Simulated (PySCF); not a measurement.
# Threshold energies of GaH in a plasma

PBE in PySCF with def2-TZVPPD on every atom, for the lowest determinant that a PBE0 search found; no spin–orbit coupling.

```tsv
species	state (unpaired electrons)	Re (Å)	ωe (cm⁻¹)	energy of the minimum from the neutral (eV)	De (eV)	dissociates to
GaH	singlet (closed shell)	1.698	1524	0.00	2.90	Ga + H
GaH⁺	doublet (σ ↑)	1.696	1207	8.37	0.50	Ga⁺ + H
```

Task: Work out the lowest energy to break GaH into atoms, from its vibrational ground state.

Result: D0 = De − ωe/2 = 2.90 − 0.09 = 2.81 eV (PBE/def2-TZVPPD).

Task: Work out the ionisation energy of the Ga atom at this level and the threshold of dissociative ionisation.

Result: IE(Ga) = 8.37 + 0.50 − 2.90 = 5.97 eV, so Ga⁺ + H + e⁻ appears at D0 + IE(Ga) = 8.78 eV (PBE/def2-TZVPPD). The measured IE(Ga) is 5.999 eV (NIST ASD).

These are thermodynamic thresholds; the onsets seen under electron impact lie higher where the geometry changes, and cross-sections peak well above them.

For an ion De counts to the pair picked by the measured ionisation energies or electron affinities, which need not be the lowest pair at this level. States were picked by a PBE0 search and need not be the measured ground states.
